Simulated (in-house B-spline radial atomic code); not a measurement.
Atomic self-consistent-field run: neutral technetium. Level of theory: non-relativistic CAM-B3LYP, spin-polarised, spherical fractional occupations, exact exchange averaged over the configuration, point nucleus; calculated with an all-electron radial atomic-structure program (B-spline basis).

Command:
```bash
python run_scf.py task.json out
```
Settings:
```
Z                43
configuration    [Kr] 4d5 5s2
hamiltonian      nr
method           camb3lyp
spin_polarised   True
exact_exchange   averaged over the configuration
```

Output (hartree, bohr):
```
 radial grid: 59 intervals, B-splines of order 8, outer radius 50 bohr

 iter        energy (Eh)    residual
    1       -4199.006295    5.32e-01
    2       -4203.009677    2.91e-01
    3       -4206.775930    8.36e-02
    4       -4207.018463    3.28e-02
    5       -4207.050018    1.02e-02
    6       -4207.052755    4.29e-03
    7       -4207.053440    7.54e-04
    8       -4207.053465    2.43e-04
    9       -4207.053469    3.51e-05
   10       -4207.053470    5.88e-06
   11       -4207.053470    1.19e-06
   12       -4207.053470    1.24e-07

 total energy                     -4207.05347
 kinetic                            4205.2259
 electron-nucleus                 -10012.0983
 Hartree                            1726.4275
 exact exchange                      -27.1427
 exchange-correlation                -99.4658

 orbital      occ     eigenvalue          <r>       <r^2>       <1/r>       r_max
 1s up      1.000      -749.0546    0.0354452  0.00168126     42.4843     0.02345
 1s down    1.000      -749.0548    0.0354451  0.00168125     42.4843     0.02345
 2s up      1.000      -105.6105     0.154647   0.0281137     9.59838      0.1308
 2s down    1.000      -105.5820     0.154632   0.0281085     9.59955      0.1308
 2p up      3.000       -97.4674     0.132513    0.021393     9.58916      0.1029
 2p down    3.000       -97.4445     0.132493   0.0213864     9.59041      0.1029
 3s up      1.000       -18.6166     0.427047    0.208621     3.34863      0.3832
 3s down    1.000       -18.6022      0.42695    0.208469     3.34838      0.3833
 3p up      3.000       -15.4437     0.421328    0.206277      3.2574      0.3704
 3p down    3.000       -15.4268     0.421186    0.206054     3.25719      0.3705
 3d up      5.000        -9.6268     0.398208    0.190029     3.08286      0.3114
 3d down    5.000        -9.5970     0.398249     0.18996     3.08152      0.3117
 4s up      1.000        -2.8071      1.08956     1.34481     1.24371      0.9758
 4s down    1.000        -2.6648       1.0845     1.33355     1.25239      0.9707
 4p up      3.000        -1.8655       1.1904     1.62486     1.12669       1.036
 4p down    3.000        -1.6982      1.18492     1.61198     1.13478       1.029
 4d up      5.000        -0.4151      1.65181     3.30745     0.81146       1.259
 5s up      1.000        -0.2485      3.35869     12.9685    0.382247       2.777
 5s down    1.000        -0.2138      3.60764     14.9911    0.351546       2.947
```

Run time, properties included: 3.2 s on 1 thread of Arm Neoverse N1 (shared host).
